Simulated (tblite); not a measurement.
Compound: C10H17N.
Cartesian coordinates in Å at the GFN2-xTB level; atoms count from 1:
```
atom  x, y, z in Å
C1    -2.411   -1.073    0.194
N2    -1.885    0.143   -0.388
C3    -2.677    1.298   -0.040
C4    -0.491    0.290   -0.432
C5     0.144    1.389   -0.015
C6     1.607    1.698   -0.182
C7     2.581    0.586    0.277
C8     2.001   -0.220    1.394
C9     1.235   -1.284    1.210
C10    0.869   -1.861   -0.129
C11    0.249   -0.837   -1.108
H12   -1.876   -1.939   -0.182
H13   -3.461   -1.172   -0.085
H14   -2.342   -1.070    1.291
H15   -2.351    2.150   -0.634
H16   -3.718    1.083   -0.286
H17   -2.622    1.560    1.026
H18   -0.414    2.169    0.480
H19    1.821    1.934   -1.230
H20    1.818    2.599    0.398
H21    3.514    1.052    0.600
H22    2.816   -0.075   -0.557
H23    2.199    0.131    2.398
H24    0.835   -1.804    2.070
H25    1.762   -2.290   -0.594
H26    0.171   -2.684    0.032
H27   -0.430   -1.354   -1.789
H28    1.035   -0.393   -1.717
```

Structure optimised with GFN2-xTB, isolated species.

Take the most abundant isotopes and a rigid rotor. The values belong to one conformer with, in the numbering `[CH3:1][N:2]([CH3:3])/[C:4]1=[CH:5]/[CH2:6][CH2:7]/[CH:8]=[CH:9]\[CH2:10][CH2:11]1`, C4–C5–C6–C7 -51°, C5–C6–C7–C8 -30°, C6–C7–C8–C9 88°, C8–C9–C10–C11 -53°.

Problem. What are A, B and C (MHz)?

Solution. Ia = 290.81, Ib = 562.64, Ic = 706.92 u·Å²; 505379 MHz·u·Å²/I gives A = 1738, B = 898.2, C = 714.9 MHz.

Problem. What kind of rotor is it?

Solution. An asymmetric top; Ray's κ = -0.642.

Problem. Is it planar, by Δ = Ic − Ia − Ib?

Solution. Not planar: Δ = Ic − Ia − Ib = -146.53 u·Å². For a rigid frame Δ = −2 Σ m c², so Σ m c² = 73.27 u·Å² lies off the ab plane: 23.65 from hydrogen and 49.62 from heavier atoms. The atom farthest from that plane is 2.00 Å away.

Problem. Estimate the classical rotational partition function at 50 K, 200 K and 298.15 K.

Solution. Point group C1, symmetry number σ = 1; q = (√π/σ)·√((kT/h)³/(ABC)), k/h = 20836.6 MHz/K: 56400 at 50 K, 451000 at 200 K, 822000 at 298.15 K.

Its GFN2-xTB frequencies are all real (lowest 56 cm⁻¹). Zero-point vibration and centrifugal distortion are left out.

The run took 1.7 s of wall time on one thread, Arm Neoverse V2 (aarch64), no GPU, shared host. This is the geometry optimisation.

All values are computed, not measured.
